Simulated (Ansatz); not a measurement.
Reaction (substitution at a C–Br bond): `ClC1(Br)C[SiH2]1` + HCl → `ClC1(Cl)C[SiH2]1` + HBr

Isolated molecules relaxed with PBE0-D4/def2-TZVP in Ansatz; ΔE leaves out vibrations. CCSD(T)/CBS adds triple-zeta CCSD(T) − MP2 to the extrapolated MP2 energy (def2 sets, frozen cores). This one scheme is used for every species. DFT in def2-TZVPP. B3LYP here is the variant with VWN-RPA as its local correlation; programs differ in this. For Br outer-core shells are correlated without core-valence functions, which leaves a few kJ/mol of doubt a bond. Scalar relativity is left out up to krypton.

`ClC1(Br)C[SiH2]1`:

```xyz
9

Cl    0.223   -0.618    2.260
C     0.332    0.259    0.744
Br    1.188    1.975    0.928
C    -0.942    0.266   -0.101
Si    0.480   -0.656   -0.866
H    -1.237    1.231   -0.501
H    -1.771   -0.295    0.321
H     1.247   -0.031   -1.960
H     0.479   -2.131   -0.824
```

HCl:

```xyz
2

Cl    0.532   -0.307   -0.177
H    -0.532    0.307    0.177
```

`ClC1(Cl)C[SiH2]1`:

```xyz
9

Cl    0.189   -0.537    2.280
C    -0.453    0.008    0.737
Cl   -2.071    0.685    0.874
C     0.519    0.822   -0.118
Si    0.071   -0.832   -0.839
H     0.102    1.725   -0.554
H     1.502    0.966    0.316
H     1.039   -1.942   -0.747
H    -0.898   -0.895   -1.949
```

HBr:

Z-matrix (Å, degrees):
```
Br
H 1 1.420
```

```json
{"level": "r2SCAN-D4", "ΔE (kJ/mol)": "6.1", "difference from CCSD(T)/CBS": "-3.7"}
{"level": "PBE0-D4", "ΔE (kJ/mol)": "6.5", "difference from CCSD(T)/CBS": "-3.3"}
{"level": "B3LYP-D4", "ΔE (kJ/mol)": "7.2", "difference from CCSD(T)/CBS": "-2.6"}
{"level": "ωB97M-V", "ΔE (kJ/mol)": "6.1", "difference from CCSD(T)/CBS": "-3.7"}
{"level": "r2SCAN", "ΔE (kJ/mol)": "5.9", "difference from CCSD(T)/CBS": "-3.9"}
{"level": "HF/def2-TZVPP", "ΔE (kJ/mol)": "4.1", "difference from CCSD(T)/CBS": "-5.7"}
{"level": "SCS-MP2/def2-TZVPP", "ΔE (kJ/mol)": "12.5", "difference from CCSD(T)/CBS": "2.7"}
{"level": "CCSD/def2-TZVPP", "ΔE (kJ/mol)": "10.6", "difference from CCSD(T)/CBS": "0.8"}
{"level": "HF/def2-QZVPP", "ΔE (kJ/mol)": "3.7", "difference from CCSD(T)/CBS": "-6.1"}
{"level": "HF/CBS(def2)", "ΔE (kJ/mol)": "3.6", "difference from CCSD(T)/CBS": "-6.2"}
{"level": "CCSD(T)/CBS", "ΔE (kJ/mol)": "9.8", "difference from CCSD(T)/CBS": "0"}
```

Largest T1 diagnostic among the species: 0.011.

In def2-TZVPP, CCSD(T) changes the Hartree–Fock value by +7.0 kJ/mol (the triples alone add +0.6 kJ/mol) and MP2 by +10.1 kJ/mol.
